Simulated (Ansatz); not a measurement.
Gas-phase electronic energies from Ansatz, PBE0-D4/def2-TZVP geometries. CCSD(T)/CBS is the MP2 limit (def2-TZVPP, def2-QZVPP) plus CCSD(T) − MP2 in def2-TZVPP, frozen cores. DFT in def2-TZVPP. One conformer a species, not always the lowest.

Reaction (formal exchange of groups at the Si–Cl bond): `NC(=O)[SiH](F)Cl` + `FCC(F)(F)F` → `NC(=O)[SiH2]F` + `FC(Cl)C(F)(F)F`

CCSD(T)/CBS gives +172.7 kJ/mol.

Task: Another level gave +170.5 kJ/mol. Which?
A. PBE-D4/def2-TZVPP
B. r2SCAN-D4/def2-TZVPP
C. MP2/def2-TZVPP
D. HF/def2-TZVPP

Result: B. r2SCAN-D4 170.5, HF/def2-TZVPP 181.7, PBE-D4 163.6, MP2/def2-TZVPP 175.2 kJ/mol.

Largest T1 diagnostic among the species: 0.015.

In def2-TZVPP, CCSD(T) changes the Hartree–Fock value by −11.5 kJ/mol (the triples alone add −2.7 kJ/mol) and MP2 by −6.4 kJ/mol. From PBE to PBE0 (25 % exact exchange), in def2-TZVPP and without D4, ΔE moves by +6.8 kJ/mol.
